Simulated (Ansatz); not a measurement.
Ga(AsH3)H3 (GaAsH₆). The state is a singlet with charge 0. Geometry B3LYP-D4/def2-TZVP.

```xyz
8

Ga    1.479    0.342    0.454
As   -1.045   -0.242   -0.325
H    -1.722    0.551   -1.423
H    -2.185   -0.165    0.667
H    -1.387   -1.612   -0.870
H     1.193    1.859    0.767
H     2.159   -0.043   -0.913
H     1.508   -0.692    1.642
```

**Question.** Estimate the orbital energies around the gap (eV) in Ansatz with r2SCAN-D4/def2-TZVP, r2SCAN-D4/def2-TZVPD, PBE0-D4/def2-SVP, PBE0-D4/def2-TZVP, CAM-B3LYP-D4/def2-TZVP.

**Answer.** 
| orbital | r2SCAN-D4/def2-TZVP | r2SCAN-D4/def2-TZVPD | PBE0-D4/def2-SVP | PBE0-D4/def2-TZVP | CAM-B3LYP-D4/def2-TZVP |
| --- | --- | --- | --- | --- | --- |
| HOMO−13 | -43.02 | -43.02 | -46.46 | -46.40 | -47.70 |
| HOMO−12 | -42.98 | -42.97 | -46.41 | -46.35 | -47.64 |
| HOMO−11 | -19.69 | -19.69 | -22.54 | -22.46 | -24.02 |
| HOMO−10 | -19.53 | -19.53 | -22.39 | -22.31 | -23.86 |
| HOMO−9 | -19.53 | -19.53 | -22.39 | -22.31 | -23.85 |
| HOMO−8 | -19.44 | -19.43 | -22.28 | -22.20 | -23.75 |
| HOMO−7 | -19.44 | -19.43 | -22.28 | -22.20 | -23.74 |
| HOMO−6 | -17.56 | -17.55 | -18.89 | -18.90 | -20.66 |
| HOMO−5 | -11.33 | -11.32 | -12.41 | -12.46 | -14.16 |
| HOMO−4 | -10.51 | -10.50 | -11.45 | -11.46 | -12.85 |
| HOMO−3 | -10.51 | -10.49 | -11.45 | -11.46 | -12.84 |
| HOMO−2 | -7.88 | -7.87 | -8.67 | -8.69 | -9.98 |
| HOMO−1 | -7.05 | -7.04 | -7.90 | -7.96 | -9.36 |
| HOMO | -7.05 | -7.04 | -7.90 | -7.96 | -9.36 |
| LUMO | -0.81 | -0.90 | -0.22 | -0.41 | 0.46 |
| LUMO+1 | -0.67 | -0.71 | 0.07 | -0.05 | 1.03 |
| LUMO+2 | -0.67 | -0.71 | 0.08 | -0.05 | 1.03 |
| LUMO+3 | 0.79 | 0.25 | 1.48 | 1.13 | 2.05 |
| LUMO+4 | 1.19 | 0.90 | 2.34 | 1.74 | 2.68 |
| LUMO+5 | 2.03 | 1.44 | 2.64 | 2.20 | 3.02 |
